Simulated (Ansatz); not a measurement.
(1) Predict a relaxed structure of the cluster Cs₂F, charge 0, doublet, at PBE0-D4/def2-TZVP (Ansatz).

## Answers

(1) 
Cartesian coordinates in Å:
```
Cs -1.1261 -1.9404 -0.6697
Cs 0.4698 2.2307 0.5339
F 0.6563 -0.2903 0.1358
```
Point group C2v (tolerance 0.1 Å). This is one stationary point.

In the def2 sets Cs takes a core potential; there is no spin–orbit coupling. The structure comes from a short search, and lower isomers may exist.
